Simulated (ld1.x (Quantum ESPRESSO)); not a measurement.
**Building the TM potential for oxygen (PBE, non-relativistic).**

ld1.x (Quantum ESPRESSO) 7.5 was run on this input:

```
&input
   title='O', zed=8., rel=0, dft='PBE', iswitch=3,
   config='[He] 2s2 2p2 3d-2',
   nld=3, rlderiv=2.05, eminld=-6.0, emaxld=5.0, deld=0.02
 /
 &inputp
   pseudotype=2, tm=.true., lloc=-1, rcloc=1.60,
   nlcc=.false.,
   file_pseudopw='O.UPF', file_wfcaegen='ae.wfc', file_wfcncgen='nc.wfc', file_beta='beta', file_chi='chi'
 /
3
2S  1  0   2.00   0.00  0.75  0.75  0.0
2P  2  1   2.00   0.00  1.75  1.75  0.0
3D  3  2  -2.00  -0.10  1.90  1.90  0.0
 &test
   configts(1)='2s2 2p2'
 /
```

Command:

```bash
ld1.x < O.in > O.out
```

The program printed (shortened: banner, matrices, multipoles, cross overlaps and the repeated all-electron block are left out):

```
Program LD1 v.7.5
     --------------------------- All-electron run ----------------------------

     O

     atomic number is  8.00
     dft =PBE   lsd =0 sic =0 latt =0  beta=0.20 tr2=1.0E-14
     Exchange-correlation= PBE
                           (   1   4   3   4   0   0   0)
     mesh =1095 r(mesh) =  99.04343 a.u. xmin = -7.00 dx = 0.01250
     1 Ry =  13.60569312 eV

     n l     nl                  e(Ry)          e(Ha)          e(eV)
     1 0     1S 1( 2.00)       -40.9612       -20.4806      -557.3058
     2 0     2S 1( 2.00)        -4.2839        -2.1419       -58.2852
     2 1     2P 1( 2.00)        -3.1786        -1.5893       -43.2465

     final scf error:  8.2E-16 reached in  18 iterations

     Etot =    -146.213707 Ry,     -73.106854 Ha,   -1989.338831 eV

     Ekin =     145.906963 Ry,      72.953482 Ha,    1985.165369 eV
     Encl =    -331.023701 Ry,    -165.511851 Ha,   -4503.806895 eV
     Eh   =      53.456081 Ry,      26.728040 Ha,     727.307027 eV
     Exc  =     -14.553050 Ry,      -7.276525 Ha,    -198.004332 eV

     normalization and overlap integrals

     s(1S/1S) =  1.000000  <r> =   0.1995  <r2> =    0.0538  r(max) =   0.1298
     s(2S/2S) =  1.000000  <r> =   1.0298  <r2> =    1.2608  r(max) =   0.8357
     s(2P/2P) =  1.000000  <r> =   1.0023  <r2> =    1.2541  r(max) =   0.7468

     ------------------------ End of All-electron run ------------------------

     --------------------- Generating NC pseudopotential ---------------------

      Generating local potential from pseudized AE potential:
      Matching radius rcloc =   1.6000

      Local pseudo, rcloc= 1.601 Estimated cut-off energy=     8.93 Ry

      Wfc   2S  rcut= 0.756  Using Troullier-Martins method

      Wfc   2P  rcut= 1.769  Using Troullier-Martins method

      Wfc   3D  rcut= 1.907  Using Troullier-Martins method

     ------------------- End of pseudopotential generation -------------------

     Computing logarithmic derivative in   2.04281
     Computing logarithmic derivative in   2.04281
     Computing the partial wave expansion
     R is outside the sphere for l=    0 j= 0.00
     R is outside the sphere for l=    1 j= 0.00
     R is outside the sphere for l=    2 j= 0.00

     ---------------------- Testing the pseudopotential ----------------------

     O

     atomic number is  8.00   valence charge is  6.00
     dft =PBE   lsd =0 sic =0 latt =0  beta=0.20 tr2=1.0E-14
     mesh =1095 r(mesh) =  99.04343 xmin = -7.00 dx = 0.01250

     n l     nl             e AE (Ry)        e PS (Ry)    De AE-PS (Ry)
     1 0     2S   1( 2.00)       -4.28388       -4.28388        0.00000
     2 1     2P   1( 2.00)       -3.17856       -3.17856       -0.00000

     eps = 8.4E-18  iter =  6

     Etot =    -146.213707 Ry,     -73.106854 Ha,   -1989.338831 eV
     Etotps =   -27.638504 Ry,     -13.819252 Ha,    -376.041007 eV

     Ekin =      15.236545 Ry,       7.618273 Ha,     207.303762 eV
     Encl =     -46.714071 Ry,     -23.357036 Ha,    -635.577317 eV
     Ehrt =      14.007417 Ry,       7.003709 Ha,     190.580622 eV
     Ecxc =      -4.457404 Ry,      -2.228702 Ha,     -60.646071 eV
     Epseu=      -5.710992 Ry,      -2.855496 Ha,     -77.702002 eV

     ---------------------- End of pseudopotential test ----------------------
```

Note: ghost state, extra bound levels that the all-electron valence spectrum of the same l lacks: s at -238.0 eV. A true bound ghost makes a file unfit for plane-wave use.

Generation and configuration tests took about 1.8 s on one core of a shared server CPU.

Transferability test of the new file with ld1.x, input:

```
&input
   title='O', zed=8., rel=0, dft='PBE', iswitch=2,
   config='[He] 2s2 2p2 3d-2'
 /
 &test
   file_pseudo='O.UPF', nconf=8,
   configts(1)='2s2 2p2',
   configts(2)='2s2 2p4',
   configts(3)='2s2 2p3',
   configts(4)='2s2 2p1',
   configts(5)='2s0 2p6',
   configts(6)='2s2 2p0',
   configts(7)='2s2 2p4.3',
   configts(8)='2s1 2p4'
 /
```

```bash
ld1.x < O.test.in > O.test.out
```

Pseudopotential blocks of its output, shortened (energy terms left out; the distinct warnings before each block abridged to one line each):

```
     ---------------------- Testing the pseudopotential ----------------------

     n l     nl             e AE (Ry)        e PS (Ry)    De AE-PS (Ry)
     1 0     2S   1( 2.00)       -4.28388       -4.28388       -0.00000
     2 1     2P   1( 2.00)       -3.17856       -3.17856       -0.00000

     eps = 6.5E-15  iter =  4

     Etot =    -146.213707 Ry,     -73.106854 Ha,   -1989.338831 eV
     Etotps =   -27.638504 Ry,     -13.819252 Ha,    -376.041002 eV

     ---------------------- End of pseudopotential test ----------------------

          ---------------------- Testing the pseudopotential ----------------------

     n l     nl             e AE (Ry)        e PS (Ry)    De AE-PS (Ry)
     1 0     2S   1( 2.00)       -1.75770       -1.73192       -0.02577  !
     2 1     2P   1( 4.00)       -0.66426       -0.66500        0.00073

     eps = 8.1E-15  iter = 20

     Etot =    -149.891029 Ry,     -74.945514 Ha,   -2039.371338 eV
     Etotps =   -31.326315 Ry,     -15.663158 Ha,    -426.216231 eV
     dEtot_ae =      -3.677321 Ry
     dEtot_ps =      -3.687811 Ry,   Delta E=       0.010490 Ry

     ---------------------- End of pseudopotential test ----------------------

          ---------------------- Testing the pseudopotential ----------------------

     n l     nl             e AE (Ry)        e PS (Ry)    De AE-PS (Ry)
     1 0     2S   1( 2.00)       -2.91142       -2.90036       -0.01105  !
     2 1     2P   1( 3.00)       -1.79758       -1.80520        0.00762  !

     eps = 6.4E-15  iter = 17

     Etot =    -148.682784 Ry,     -74.341392 Ha,   -2022.932328 eV
     Etotps =   -30.113514 Ry,     -15.056757 Ha,    -409.715229 eV
     dEtot_ae =      -2.469077 Ry
     dEtot_ps =      -2.475010 Ry,   Delta E=       0.005934 Ry

     ---------------------- End of pseudopotential test ----------------------

          ---------------------- Testing the pseudopotential ----------------------

     n l     nl             e AE (Ry)        e PS (Ry)    De AE-PS (Ry)
     1 0     2S   1( 2.00)       -5.83702       -5.82533       -0.01169  !
     2 1     2P   1( 1.00)       -4.77420       -4.72845       -0.04575  !

     eps = 7.8E-15  iter = 26

     Etot =    -142.254160 Ry,     -71.127080 Ha,   -1935.466440 eV
     Etotps =   -23.697527 Ry,     -11.848764 Ha,    -322.421286 eV
     dEtot_ae =       3.959548 Ry
     dEtot_ps =       3.940976 Ry,   Delta E=       0.018571 Ry

     ---------------------- End of pseudopotential test ----------------------

          ---------------------- Testing the pseudopotential ----------------------

     n l     nl             e AE (Ry)        e PS (Ry)    De AE-PS (Ry)
     1 0     2S   1( 0.00)       -1.82237       -1.80107       -0.02131  !
     2 1     2P   1( 6.00)       -0.72361       -0.73028        0.00667  !

     eps = 6.9E-15  iter = 14

     Etot =    -147.698675 Ry,     -73.849337 Ha,   -2009.542842 eV
     Etotps =   -29.189020 Ry,     -14.594510 Ha,    -397.136846 eV
     dEtot_ae =      -1.484967 Ry
     dEtot_ps =      -1.550516 Ry,   Delta E=       0.065549 Ry

     ---------------------- End of pseudopotential test ----------------------

          Warning: n=2, l=1 expected 0 nodes, found 1
     ---------------------- Testing the pseudopotential ----------------------

     n l     nl             e AE (Ry)        e PS (Ry)    De AE-PS (Ry)
     1 0     2S   1( 2.00)       -7.54352       -7.47270       -0.07082  !
     2 1     2P   1( 0.00)       -6.55957       -6.39928       -0.16030  !

     eps = 1.4E-15  iter = 15

     Etot =    -136.601989 Ry,     -68.300995 Ha,   -1858.564745 eV
     Etotps =   -18.140927 Ry,      -9.070464 Ha,    -246.819892 eV
     dEtot_ae =       9.611718 Ry
     dEtot_ps =       9.497576 Ry,   Delta E=       0.114142 Ry

     ---------------------- End of pseudopotential test ----------------------

          ---------------------- Testing the pseudopotential ----------------------

     n l     nl             e AE (Ry)        e PS (Ry)    De AE-PS (Ry)
     1 0     2S   1( 2.00)       -1.46516       -1.43641       -0.02875  !
     2 1     2P   1( 4.30)       -0.38194       -0.38057       -0.00137

     eps = 2.8E-15  iter = 17

     Etot =    -150.047196 Ry,     -75.023598 Ha,   -2041.496106 eV
     Etotps =   -31.482375 Ry,     -15.741187 Ha,    -428.339532 eV
     dEtot_ae =      -3.833489 Ry
     dEtot_ps =      -3.843871 Ry,   Delta E=       0.010382 Ry

     ---------------------- End of pseudopotential test ----------------------

          ---------------------- Testing the pseudopotential ----------------------

     n l     nl             e AE (Ry)        e PS (Ry)    De AE-PS (Ry)
     1 0     2S   1( 1.00)       -2.92121       -2.91915       -0.00206
     2 1     2P   1( 4.00)       -1.80519       -1.82438        0.01919  !

     eps = 5.5E-16  iter = 19

     Etot =    -147.567828 Ry,     -73.783914 Ha,   -2007.762587 eV
     Etotps =   -29.018639 Ry,     -14.509320 Ha,    -394.818698 eV
     dEtot_ae =      -1.354121 Ry
     dEtot_ps =      -1.380135 Ry,   Delta E=       0.026014 Ry

     ---------------------- End of pseudopotential test ----------------------
```
